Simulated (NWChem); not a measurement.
# BiBr2F; SMILES [F][Bi]([Br])[Br]

All runs: NWChem. Medium grid unless said otherwise, to which SCAN and Minnesota functionals are sensitive. All runs use the structure optimised with PBE-D3(BJ)/def2-SVP. def2 effective core potentials on Bi; no spin-orbit coupling. Hybrids' shares of exact exchange are those that their runs print; pure functionals count as 0. The functionals differ in more than this share.

| row | share of exact exchange | highest occupied level (eV) |
|---|---|---|
| PBE/def2-SVP | 0.00 | -7.04 |
| LDA (Slater exchange, VWN5)/def2-SVP | 0.00 | -7.20 |
| B3LYP/def2-SVP | 0.20 | -8.03 |
| r2SCAN0/def2-SVP | 0.25 | withheld |
| BHandHLYP/def2-SVP | 0.50 | -9.40 |

Problem. Fit a straight line of the last column on the one before it, predict the withheld value, and compare with the run.

Solution. 
1. Means of the 4 shown rows: x = 0.175, y = -7.918. Slope Σ(x − x̄)(y − ȳ)/Σ(x − x̄)² = -0.7638/0.1675 = -4.560; intercept -7.120.
2. The shown rows scatter about the line by 0.057 (root mean square); the largest residual is +0.08, at PBE/def2-SVP.
3. At x = 0.25 (r2SCAN0/def2-SVP; inside the shown range) the line gives -8.26.
4. The run gives -8.64, -0.38 from the line, 6.7 times the scatter.
